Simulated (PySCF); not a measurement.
Molecule: sum formula H3SiO, charge 0, multiplicity 2. It need not be the lowest isomer of its formula. 
Coordinates optimised at B3LYP-D3(BJ)/def2-TZVP (Ansatz):
```xyz
5

O      1.1629    -0.2024    -0.0914
Si    -0.4678     0.0693     0.0351
H     -1.0706    -0.6117     1.2040
H     -1.2030    -0.2867    -1.2002
H     -0.4806     1.5469     0.2355
```
Charge 0, spin multiplicity 2.

Dispersion corrections to the total energy (kcal/mol) from the dftd3 and dftd4 libraries through PySCF: D3(BJ) without and D4 with the three-body term, each with the damping fitted for the functional named.

```csv
functional,D3(BJ),D4
BHLYP,-1.90,-1.40
PBE,-1.33,-1.19
HSE06,-0.82,-0.90
B3LYP,?,-1.94
r2SCAN,-0.33,-0.27
HF,?,-4.79
CAM-B3LYP,-0.99,?
```

### Question
Complete the blanks.

### Answer

- B3LYP, D3(BJ): -2.38
- HF, D3(BJ): -13.51
- CAM-B3LYP, D4: -0.98
